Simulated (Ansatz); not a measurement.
AlAsCl$_{3}$H$_{3}$, SMILES `[Cl][Al-]([Cl])([Cl])[AsH3+]`, relaxed with RKS PBE-D4/def2-SVP in the Gaussian-basis code of Ansatz from a rough embedded geometry. The force threshold is 0.03 eV/Å; the program also tests the step.

The species carries charge 0 and has multiplicity 1.

Start:

```xyz
8

Cl   -1.355    0.647   -2.408
Al   -0.177   -0.560   -0.968
Cl   -1.303   -2.370   -0.510
Cl    1.727   -1.178   -1.843
As    0.233    0.675    1.096
H    -0.426    2.108    0.981
H    -0.448   -0.108    2.301
H     1.748    0.787    1.350
```

| step | energy (eV) | largest force (eV/Å) | largest move (Å) |
| --- | --- | --- | --- |
| 1 | -105010.6356 | 2.654 | 0.000 |
| 2 | -105011.2620 | 1.256 | 0.195 |
| 3 | -105011.3806 | 0.091 | 0.115 |
| 4 | -105011.3828 | 0.070 | 0.024 |
| 5 | -105011.3832 | 0.008 | 0.018 |
| 6 | -105011.3833 | 0.005 | 0.019 |
| 7 | -105011.3833 | 0.009 | 0.005 |
| 8 | -105011.3833 | 0.009 | 0.005 |
| 9 | -105011.3836 | 0.020 | 0.043 |
| 10 | -105011.3842 | 0.039 | 0.038 |
| 11 | -105011.3853 | 0.075 | 0.045 |
| 12 | -105011.3870 | 0.110 | 0.047 |
| 13 | -105011.3895 | 0.140 | 0.051 |
| 14 | -105011.3959 | 0.382 | 0.195 |
| 15 | -105011.4039 | 0.323 | 0.072 |
| 16 | -105011.4260 | 0.054 | 0.197 |
| 17 | -105011.4316 | 0.227 | 0.192 |
| 18 | -105011.4339 | 0.340 | 0.051 |
| 19 | -105011.4392 | 0.005 | 0.041 |

End:

```xyz
8

Cl   -1.777    0.470   -2.043
Al   -0.238   -0.743   -1.223
Cl   -0.798   -2.602   -0.361
Cl    1.701   -0.591   -2.077
As    0.187    0.583    0.958
H     0.557    2.056    0.869
H    -0.931    0.696    1.984
H     1.300    0.131    1.892
```

Hardware: 4 threads of an Arm Neoverse V1 on a shared host. Wall time 29 s, peak host memory 0.2 GiB.
